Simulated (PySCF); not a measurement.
## Electron correlation in Kr⁺ (krypton, charge +1)

[Ar] 3d10 4s2 4p5, 2P determinant. All numbers are calculated (PySCF 2.14, the spin-free X2C one-electron Hamiltonian (Gaussian nucleus), in jorge-DZP-DKH (8s6p2d1f, 43 functions)). Frozen: [Ar] 3d10; 7 electrons correlated.

MP2 pair energies summed by pair of shells (mhartree):

| pair | energy | share (%) |
| --- | --- | --- |
| 4p-4p | -21.85 | 50.9 |
| 4s-4p | -17.16 | 40.0 |
| 4s-4s | -3.90 | 9.1 |

Total MP2 correlation energy: -42.92 mhartree.

Same-spin part -9.36 and opposite-spin part -33.55 mhartree; SCS-MP2 scales them by 1/3 and 6/5 to -43.39 mhartree.

```tsv
level	correlation energy (mhartree)
CCSD	-49.04
(T)	-0.40
CCSD(T)	-49.44
```

Diagnostics: T1 = 0.0010, D1 = 0.0021, largest double amplitude 0.030.

Cost of the coupled-cluster step: 0.43 s of wall time on 1 thread of Neoverse-V1 (shared host), for 7 correlated electrons.
